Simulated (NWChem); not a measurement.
# Atomisation of 1,1,1-trifluoroethane (C₂H₃F₃)

```xyz
8

C     -0.1200     1.4703     0.0000
C      0.0025    -0.0305     0.0000
F      0.6663    -0.4730     1.0836
F      0.6663    -0.4730    -1.0836
F     -1.2043    -0.6257     0.0000
H     -0.6659     1.7933     0.8968
H     -0.6659     1.7933    -0.8968
H      0.8822     1.9197     0.0000
```
Charge 0, spin multiplicity 1.

All runs are NWChem calculations. The geometry was optimised at B3LYP/def2-SVP, a minimum by its harmonic frequencies.

Basis set: def2-TZVP. The atomisation energy is electronic alone: no zero-point, thermal, spin-orbit or counterpoise terms. No value is extrapolated to the basis-set limit. Free atoms are single determinants with multiplicities C 3, F 2, H 2. Correlated methods freeze the same cores in atoms and molecule, 5 orbitals in all.

B3LYP has NWChem's definition, with VWN1-RPA local correlation. The stability of the SCF solutions was not checked. Open-shell Hartree-Fock references start from PBE0 orbitals.

**Question.** For the atomisation energy, BLYP gives 755.0 kcal/mol and MP2 gives 759.8 kcal/mol. What do PBE0, HF, LDA (SVWN5) give?

**Answer.** PBE0: 761.6 kcal/mol; HF: 542.9 kcal/mol; LDA (SVWN5): 901.4 kcal/mol.
